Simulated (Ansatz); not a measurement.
Mulliken charges of GeH3Se (`[GeH2][SeH]`) radical from PBE/def2-TZVPP in Ansatz (PBE0-D4/def2-TZVP geometry).

```json
{"atom": "Ge1", "x (Å)": "-0.689", "y (Å)": "-0.411", "z (Å)": "0.276", "charge (e)": "0.118"}
{"atom": "Se2", "x (Å)": "0.635", "y (Å)": "1.452", "z (Å)": "-0.275", "charge (e)": "-0.191"}
{"atom": "H3", "x (Å)": "0.167", "y (Å)": "-1.698", "z (Å)": "0.172", "charge (e)": "0.001"}
{"atom": "H4", "x (Å)": "-1.809", "y (Å)": "-0.424", "z (Å)": "-0.791", "charge (e)": "0.000"}
{"atom": "H5", "x (Å)": "1.746", "y (Å)": "1.008", "z (Å)": "0.576", "charge (e)": "0.072"}
```

Problem. By hand: the dipole of these point charges (1 e Å = 4.8032 D).

Solution. Σ q r = (-0.077, -0.255, 0.127) e Å, of length 0.295 e Å = 1.42 D.

Problem. How does the dipole of the full density compare? (Best estimate.)

Solution. Ansatz gave: (0.048, -0.095, 0.077) e Å, 0.63 D; the point charges give 2.25 times that, at 39° from its direction.

Point charges leave out the atoms' own dipoles, such as those of lone pairs, and Mulliken's split depends on the basis, so the two needn't agree.
